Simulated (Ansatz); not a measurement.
GeEtH3 (C2H8Ge), relaxed as a singlet with RKS B3LYP-D4/def2-SVP in Ansatz, starting from the GFN2-xTB geometry. Force threshold 0.02 eV/Å.

Start:

Cartesian coordinates in Å:
```
Ge 0.4011 -1.3406 -0.5691
C -0.1662 0.5481 -0.4891
C -0.3138 1.0510 0.9415
H -1.1142 0.6596 -1.0185
H 0.5649 1.1601 -1.0215
H -0.6184 2.0963 0.9574
H -1.0627 0.4682 1.4753
H 0.6289 0.9611 1.4788
H -0.5383 -2.2258 0.1862
H 1.7564 -1.5312 0.0345
H 0.4623 -1.8468 -1.9756
```

Problem. Estimate the energy that the relaxation releases and the steps that it takes.

Solution. 0.10 eV, in 4 steps; 12 s on 4 threads of Intel Xeon on a shared host. No frequencies were taken in this run, so the end may be a saddle point.

Problem. Does the start keep its bonding?

Solution. By distances, no bond broke or formed. The bond that changes most is Ge1–H9, from 1.50 to 1.55 Å (atoms count from 1).

Problem. Predict the relaxed structure.

Solution. 
Cartesian coordinates in Å:
```
Ge 0.404 -1.352 -0.581
C -0.164 0.538 -0.484
C -0.314 1.059 0.949
H -1.116 0.627 -1.034
H 0.575 1.135 -1.043
H -0.626 2.116 0.966
H -1.069 0.485 1.512
H 0.634 0.988 1.509
H -0.592 -2.243 0.197
H 1.803 -1.518 0.055
H 0.464 -1.836 -2.047
```
Bond lengths: 1 × C–Ge 1.98 Å; 1 × C–C 1.53 Å; 5 × C–H 1.10 Å; 3 × Ge–H 1.55 Å.
